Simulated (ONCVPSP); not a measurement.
Reading a pseudo-wave (Au (Z = 79))

Columns: radius, all-electron u(r) and pseudo u(r) of the 5s shell (level -117.35 eV) of gold in the configuration [Kr] 4d10 4f14 5s2 5p6 5d10; LDA (Perdew-Wang 92), scalar-relativistic, ONCV scheme, ONCVPSP 4.0.1.

```csv
r (bohr),all-electron,pseudo
0.085,0.0764,0.0350
0.170,0.3364,0.0950
0.255,-0.4405,0.1975
0.340,-0.6874,0.3464
0.425,-0.3441,0.5320
0.510,0.2020,0.7322
0.595,0.6912,0.9199
0.680,1.0260,1.0695
0.765,1.2008,1.1629
0.850,1.2482,1.1935
0.935,1.2076,1.1649
1.020,1.1140,1.0894
1.105,0.9940,0.9831
1.190,0.8655,0.8621
1.275,0.7400,0.7393
1.360,0.6239,0.6238
1.445,0.5203,0.5202
1.530,0.4302,0.4301
1.615,0.3531,0.3530
1.700,0.2883,0.2882
1.785,0.2342,0.2341
1.870,0.1895,0.1895
1.955,0.1529,0.1528
2.040,0.1230,0.1229
2.125,0.0986,0.0986
2.210,0.0790,0.0790
```

Question: How many radial nodes do the two functions have?

Answer: The all-electron 5s function has n − l − 1 = 4 (the table is too coarse to show those close to the nucleus); the pseudo-wave has 0, since the states of the same l below it are removed with the core.

Question: At about which radius was the pseudo-wave matched?

Answer: 1.45 bohr. The columns agree to 0.0005 from 1.36 bohr on; several derivatives are matched, so the curves merge somewhat inside the radius.

Question: Where does each function peak?

Answer: Outermost all-electron maximum near 0.85 bohr, pseudo maximum near 0.85 bohr (to the table’s step).

Question: Is the pseudo-wave norm-conserving?

Answer: Yes: the ONCV scheme keeps the norm inside the radius equal to the all-electron one, which fixes the energy derivative of the logarithmic derivative at the level.
